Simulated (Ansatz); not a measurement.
The same ligand exchange along the group C, Si, Ge, Sn.

Computed with Ansatz on PBE0-D4/def2-TZVP structures; ΔE is electronic, products minus reactants. CBS: MP2 limit from def2 TZ/QZ plus the TZ coupled-cluster correction, frozen cores. This one scheme is used for every species. Functionals use def2-TZVPP. def2 core potentials past Kr. For Ge, I, Sn outer-core shells are correlated without core-valence functions, which leaves a few kJ/mol of doubt a bond. Scalar relativity is left out up to krypton.

```
                                    reaction  ωB97M-V (kJ/mol)
                  `FCI` + HCl → `ClCI` + H–F               -12
        `F[SiH2]I` + HCl → `Cl[SiH2]I` + H–F                39
`[F][GeH2][I]` + HCl → `[Cl][GeH2][I]` + H–F               -12
`[F][SnH2][I]` + HCl → `[Cl][SnH2][I]` + H–F               -33
```

**Question.** Give the CCSD(T)/CBS values in the same order. (Best estimate.)

**Answer.** Computed: -25, 36, -19, -39 kJ/mol.

Largest T1 diagnostic: 0.012, for `[F][SnH2][I]`.
